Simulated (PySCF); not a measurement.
C5H10O2S.
Cartesian coordinates in Å at the PBE0-D3(BJ)/def2-SVP level; atoms count from 1:
```
atom  x, y, z in Å
C1     2.9065    0.7201   -0.3709
S2     1.6610   -0.5468   -0.1977
O3     2.1536   -1.5269    0.7671
O4     1.2728   -0.9705   -1.5440
C5     0.2616    0.2884    0.5534
C6    -0.9172   -0.7008    0.6561
C7    -1.5594   -0.0227   -0.5701
C8    -0.5561    1.1409   -0.4345
H9     3.1872    1.0931    0.6218
H10    3.7592    0.2130   -0.8422
H11    2.5356    1.5219   -1.0214
H12    0.6381    0.7442    1.4813
H13   -1.4782   -0.5468    1.5888
H14   -0.6611   -1.7675    0.5787
H15   -2.6263    0.2308   -0.4969
H16   -1.3841   -0.5986   -1.4882
H17   -0.0432    1.4595   -1.3541
H18   -0.9782    2.0274    0.0611
```

Linear response at CAM-B3LYP/def2-SVPD (PySCF, frozen core in the response, non-relativistic). Isolated species at its PBE0-D3(BJ)/def2-SVP geometry (one conformer only).

Static isotropic polarisability: 82.95 au (12.29 Å³), principal values 74.8, 80.5, 93.5 au.

Problem. What is the polarisability at 1064 nm and at the sodium D line?

Solution. 83.48 au at 1064 nm (+0.6 %), 84.74 au at 589.3 nm (+2.2 %). The rise at 589.3 nm is 3.33 times that at 1064 nm; a pure ω² law gives 3.26. The lowest singlet lies at 164 nm, shorter than both wavelengths.

Problem. What is the isotropic C6 coefficient between two such molecules, C6 = (3/π)∫α(iω)² dω?

Solution. 3128 au (Eh·bohr⁶) by a ten-point quadrature over imaginary frequencies, which is 1870 eV·Å⁶ or 180 J·nm⁶/mol.

Problem. Which effective excitation energy ω̄ makes London's formula C6 = (3/4)α²ω̄ exact here?

Solution. ω̄ = 4·C6/(3α²) = 0.606 Eh = 16.5 eV. A one-pole form α(ω) = α/(1 − ω²/ω̄²) fitted to the 1064 nm value gives 14.5 eV. London's choice of the ionisation energy (10.27 eV, ΔSCF at the same level) gives C6 = 1950 au, 38 % too low.

Problem. How anisotropic is the static polarisability, by Δα² = ½[(α1 − α2)² + (α2 − α3)² + (α3 − α1)²]?

Solution. Δα = 16.6 au, or 0.20 of the isotropic value.

Problem. What n − 1 at the D line would an ideal gas of it have at 273.15 K and 1 atm (2.6868 × 10¹⁹ cm⁻³), by n − 1 = 2π·N·α′?

Solution. 21.20 × 10⁻⁴, a formal value whether or not that pressure can be reached.

Problem. The lowest 6 singlets have (eV, f): 7.55, 0.010; 8.06, 0.012; 8.10, 0.031; 8.22, 0.060; 8.38, 0.014; 8.56, 0.014. What share of the static polarisability do they carry in the sum over states α = Σ f/ω²?

Solution. 1.56 au, 1.9 % of α; the largest term, 0.66 au, is that of the state at 8.22 eV. Their oscillator strengths add up to 0.14. Higher states carry the rest.

Problem. How many electrons N does the Slater–Kirkwood formula C6 = (3/4)·√N·α^(3/2) need to give this C6?

Solution. N = (4·C6/3)²/α³ = 30.5; the species has 72 electrons in all.

Problem. What does −C6/R⁶ come to at R = 10 Å between centres?

Solution. -180 J/mol. This is the leading, orientation-averaged term; C8 and higher terms are left out.
